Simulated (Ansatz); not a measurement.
`B[SiH2]O` + silanol → `B[SiH2][SiH2]O` + H₂O  (formal exchange of groups at the Si–O bond)

Isolated molecules relaxed with PBE0-D4/def2-TZVP in Ansatz; ΔE leaves out vibrations. CCSD(T)/CBS is the MP2 limit (def2-TZVPP, def2-QZVPP) plus CCSD(T) − MP2 in def2-TZVPP, frozen cores. This one scheme is used for every species. DFT in def2-TZVPP. B3LYP here is the variant with VWN-RPA as its local correlation; programs differ in this. Each species was taken in one conformer, which may not be the lowest.

`B[SiH2]O`:

Cartesian coordinates in Å:
```
B 0.697 1.077 -0.508
Si -0.113 -0.696 -0.039
O -0.870 -0.789 1.429
H 0.466 2.095 0.079
H 1.421 1.152 -1.459
H 0.912 -1.772 -0.013
H -1.061 -1.001 -1.159
H -1.451 -0.067 1.670
```

`O[SiH3]`:

Cartesian coordinates in Å:
```
O -1.165 0.057 -0.531
Si 0.328 0.153 0.158
H -1.509 -0.814 -0.733
H 0.375 -0.551 1.470
H 0.594 1.596 0.352
H 1.377 -0.442 -0.716
```

`B[SiH2][SiH2]O`:

Cartesian coordinates in Å:
```
B 0.813 -1.102 -1.773
Si 0.985 -0.347 0.060
Si -1.144 0.534 0.590
O -1.160 1.229 2.090
H 0.961 -0.412 -2.738
H 0.471 -2.235 -1.943
H 1.335 -1.342 1.112
H 1.940 0.797 0.152
H -2.166 -0.539 0.641
H -1.534 1.515 -0.464
H -0.502 1.902 2.272
```

H₂O:

Z-matrix (Å, degrees):
```
O
H 1 0.960
H 1 0.960 2 105.1
```

Question: Is it downhill or uphill in electronic energy at CCSD(T)/CBS, and by how much? (Best estimate.)

Answer: Computed: Uphill: ΔE = +74.8 kJ/mol.

Question: What do these levels give: revPBE-D4, BLYP-D4, r2SCAN-D4, PBE0-D4, PBE-QIDH, PBE, revPBE, B3LYP, r2SCAN0, BHLYP, MP2/def2-SVP, SCS-MP2/def2-TZVPP? (An estimate is asked.)

Answer: The calculation gave: revPBE-D4 50.2, BLYP-D4 70.0, r2SCAN-D4 69.3, PBE0-D4 59.0, PBE-QIDH 74.0, PBE 54.8, revPBE 55.0, B3LYP 83.0, r2SCAN0 74.6, BHLYP 94.2, MP2/def2-SVP 80.2, SCS-MP2/def2-TZVPP 90.9 kJ/mol.

Largest T1 diagnostic among the species: 0.014.

From r2SCAN to r2SCAN0 (25 % exact exchange), in def2-TZVPP and without D4, ΔE moves by +4.0 kJ/mol. The D4 term adds −7.0 kJ/mol with B3LYP and −4.1 kJ/mol with PBE0; it sums over pairs of atoms, weighted by their polarisabilities, and B3LYP, whose exchange is more repulsive, gets the larger term.
